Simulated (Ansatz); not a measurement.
Steps of a relaxation of CH₇BN₂ (`NBCN`) with RKS PBE-D4/def2-SVP.

```sh
$ ansatz run in.yaml --threads 2 --pin off --events-out ev --progress --plain --max-ram 4352MiB
```

```yaml
crystal:
  periodic: [false, false, false]
  atoms:
    - {symbol: N, position_ang: [-0.320100, 1.808000, 0.109400]}
    - {symbol: B, position_ang: [0.157700, 0.751600, -0.814700]}
    - {symbol: C, position_ang: [-0.066800, -0.781900, -0.454600]}
    - {symbol: N, position_ang: [0.763400, -1.092500, 0.781400]}
    - {symbol: H, position_ang: [-1.383900, 1.661900, 0.229600]}
    - {symbol: H, position_ang: [0.105300, 1.766300, 1.021300]}
    - {symbol: H, position_ang: [0.702100, 1.048300, -1.832900]}
    - {symbol: H, position_ang: [0.400700, -1.382300, -1.283000]}
    - {symbol: H, position_ang: [-1.113500, -0.985400, -0.276600]}
    - {symbol: H, position_ang: [0.158100, -0.709100, 1.618500]}
    - {symbol: H, position_ang: [0.662400, -2.142000, 0.922200]}
basis:
  gaussian: {orbitals: def2-SVP}
hamiltonian: {xc: pbe, dispersion: d4}
relax: {f_tol: 0.03, max_steps: 200}
```

Positions (Å) and forces (eV/Å) along the path, 11 of 25 steps:

```xyz
11
step=1 energy=-4796.7304 eV
N    -0.320    1.808    0.109   -1.860    0.049   -1.358
B     0.158    0.752   -0.815   -0.459   -0.144    1.242
C    -0.067   -0.782   -0.455    2.091   -0.003   -0.140
N     0.763   -1.093    0.781   -1.872   -0.084    1.372
H    -1.384    1.662    0.230    1.733    0.112    0.183
H     0.105    1.766    1.021    0.253   -0.071    0.918
H     0.702    1.048   -1.833    0.401    0.302   -0.578
H     0.401   -1.382   -1.283   -0.688   -0.070    0.297
H    -1.113   -0.985   -0.277   -1.196   -0.492   -0.315
H     0.158   -0.709    1.619    1.349   -0.713   -1.550
H     0.662   -2.142    0.922    0.248    1.115   -0.071
11
step=3 energy=-4797.3226 eV
N    -0.406    1.811    0.071   -0.626   -1.401    1.139
B     0.150    0.740   -0.781    0.282    0.480   -0.117
C    -0.092   -0.814   -0.497   -0.412    0.123    0.369
N     0.668   -1.049    0.778   -0.213   -0.254   -0.675
H    -1.295    1.410    0.511    1.168    0.523   -0.144
H     0.224    2.020    0.897   -0.561    0.253   -1.149
H     0.837    1.087   -1.748    0.178   -0.047    0.417
H     0.354   -1.450   -1.286    0.055    0.018   -0.050
H    -1.188   -1.085   -0.454    0.177   -0.015    0.040
H     0.133   -0.667    1.558   -0.208    0.297    0.231
H     0.679   -2.061    0.970    0.160    0.023   -0.061
11
step=4 energy=-4797.5919 eV
N    -0.468    1.765    0.061    0.361   -1.325    1.808
B     0.156    0.730   -0.771    0.144    0.644   -0.076
C    -0.120   -0.821   -0.510   -0.451    0.053    0.121
N     0.637   -1.046    0.756   -0.058   -0.196   -0.512
H    -1.235    1.306    0.649    1.035    0.762   -0.513
H     0.235    2.172    0.770   -1.206   -0.099   -1.535
H     0.938    1.096   -1.663   -0.009   -0.096    0.543
H     0.332   -1.455   -1.297    0.050    0.001   -0.067
H    -1.215   -1.101   -0.473    0.212    0.045    0.045
H     0.118   -0.651    1.540   -0.190    0.242    0.229
H     0.687   -2.053    0.959    0.111   -0.030   -0.043
11
step=5 energy=-4797.8541 eV
N    -0.487    1.691    0.066    0.716    0.204    2.389
B     0.155    0.721   -0.749    0.412   -0.045   -0.478
C    -0.143   -0.829   -0.523   -0.163    0.024   -0.027
N     0.620   -1.050    0.733   -0.130   -0.169   -0.094
H    -1.178    1.262    0.747    0.764    0.693   -0.623
H     0.210    2.306    0.632   -1.627   -0.697   -1.468
H     1.005    1.105   -1.563   -0.071   -0.101    0.405
H     0.317   -1.454   -1.314   -0.025    0.009   -0.041
H    -1.231   -1.107   -0.479    0.048   -0.004    0.018
H     0.107   -0.645    1.527    0.019    0.040   -0.040
H     0.692   -2.057    0.944    0.056    0.045   -0.039
11
step=6 energy=-4798.1040 eV
N    -0.474    1.669    0.093    0.568   -0.147    1.039
B     0.169    0.707   -0.733    0.207    0.338   -0.056
C    -0.151   -0.843   -0.526   -0.034    0.166    0.081
N     0.611   -1.089    0.720    0.019   -0.149   -0.052
H    -1.130    1.270    0.794    0.305    0.532   -0.257
H     0.122    2.433    0.504   -0.964   -0.545   -0.718
H     1.045    1.129   -1.484   -0.036   -0.188    0.147
H     0.299   -1.466   -1.322   -0.034   -0.011   -0.112
H    -1.239   -1.104   -0.470   -0.048   -0.025   -0.053
H     0.124   -0.668    1.521    0.021   -0.015   -0.017
H     0.689   -2.096    0.923   -0.004    0.045   -0.003
11
step=8 energy=-4798.3256 eV
N    -0.486    1.698    0.095    0.255   -0.160    0.435
B     0.216    0.705   -0.627   -0.172    0.260   -0.012
C    -0.142   -0.847   -0.482    0.145    0.089    0.200
N     0.685   -1.251    0.674   -0.053    0.032    0.123
H    -1.218    1.468    0.783    0.121    0.074   -0.302
H    -0.102    2.642    0.247   -0.215   -0.313   -0.237
H     1.161    1.087   -1.300   -0.016   -0.050    0.018
H     0.231   -1.417   -1.356   -0.085    0.045   -0.136
H    -1.235   -1.079   -0.379   -0.023    0.066   -0.058
H     0.320   -0.798    1.525    0.050   -0.119   -0.026
H     0.637   -2.266    0.840   -0.006    0.075   -0.004
11
step=10 energy=-4798.3750 eV
N    -0.465    1.703    0.109   -0.038    0.117    0.008
B     0.267    0.726   -0.570    0.008   -0.129   -0.043
C    -0.116   -0.815   -0.409   -0.318    0.142   -0.259
N     0.719   -1.340    0.660    0.331   -0.103    0.413
H    -1.306    1.500    0.649   -0.066   -0.032    0.056
H    -0.229    2.694    0.093    0.015    0.053   -0.008
H     1.229    1.091   -1.222    0.050   -0.009    0.003
H     0.130   -1.349   -1.348    0.075   -0.054   -0.113
H    -1.222   -0.970   -0.267   -0.057    0.046    0.006
H     0.428   -0.938    1.560    0.042   -0.022   -0.020
H     0.631   -2.358    0.766   -0.040   -0.009   -0.044
11
step=13 energy=-4798.3880 eV
N    -0.513    1.735    0.051    0.011   -0.126   -0.047
B     0.285    0.734   -0.527   -0.100    0.088    0.113
C    -0.125   -0.798   -0.372    0.047   -0.093    0.059
N     0.780   -1.405    0.627   -0.109    0.034   -0.066
H    -1.401    1.540    0.522    0.097    0.015   -0.042
H    -0.274    2.726    0.032   -0.005    0.040   -0.016
H     1.316    1.079   -1.082   -0.024   -0.024    0.014
H     0.042   -1.320   -1.342   -0.002    0.057    0.037
H    -1.224   -0.915   -0.151    0.065   -0.003   -0.005
H     0.572   -1.016    1.558    0.011   -0.043   -0.063
H     0.607   -2.417    0.704    0.009    0.056    0.015
11
step=14 energy=-4798.3907 eV
N    -0.536    1.760    0.017    0.007   -0.244   -0.022
B     0.295    0.740   -0.481   -0.141    0.177   -0.014
C    -0.127   -0.789   -0.341    0.111   -0.137    0.140
N     0.807   -1.445    0.606   -0.224    0.030   -0.080
H    -1.444    1.575    0.460    0.159    0.026   -0.091
H    -0.308    2.751   -0.037    0.019    0.047    0.001
H     1.354    1.066   -1.001   -0.080   -0.016    0.068
H    -0.001   -1.284   -1.336   -0.023    0.108    0.122
H    -1.221   -0.896   -0.082    0.123   -0.016   -0.027
H     0.641   -1.080    1.556    0.020   -0.078   -0.138
H     0.605   -2.455    0.658    0.030    0.103    0.041
11
step=15 energy=-4798.3952 eV
N    -0.554    1.775   -0.011    0.007   -0.388   -0.064
B     0.294    0.744   -0.461   -0.106    0.239    0.135
C    -0.131   -0.783   -0.314    0.067   -0.164    0.048
N     0.825   -1.472    0.583   -0.213    0.070   -0.016
H    -1.482    1.601    0.391    0.168    0.020   -0.073
H    -0.318    2.763   -0.068    0.038    0.132   -0.025
H     1.383    1.057   -0.926   -0.119   -0.015    0.038
H    -0.043   -1.256   -1.325   -0.022    0.092    0.135
H    -1.218   -0.888   -0.025    0.136   -0.004   -0.032
H     0.701   -1.121    1.547    0.026   -0.079   -0.171
H     0.606   -2.478    0.629    0.018    0.096    0.025
11
step=25 energy=-4798.4294 eV
N    -0.628    1.812   -0.187    0.000    0.009   -0.001
B     0.308    0.772   -0.255    0.004   -0.002    0.001
C    -0.140   -0.747   -0.153   -0.010    0.005   -0.009
N     0.885   -1.624    0.418    0.005   -0.005   -0.003
H    -1.627    1.661   -0.033    0.004   -0.004   -0.002
H    -0.380    2.793   -0.311   -0.003    0.001    0.001
H     1.478    1.073   -0.431   -0.001   -0.002    0.004
H    -0.298   -1.051   -1.219   -0.002   -0.001    0.003
H    -1.162   -0.828    0.313    0.000   -0.001    0.000
H     1.096   -1.332    1.381    0.003    0.001    0.003
H     0.533   -2.587    0.497    0.001    0.000    0.002
```

Run time 47 s (2 threads of an Intel Xeon Platinum 8259CL on a shared host); peak host memory 0.14 GiB.
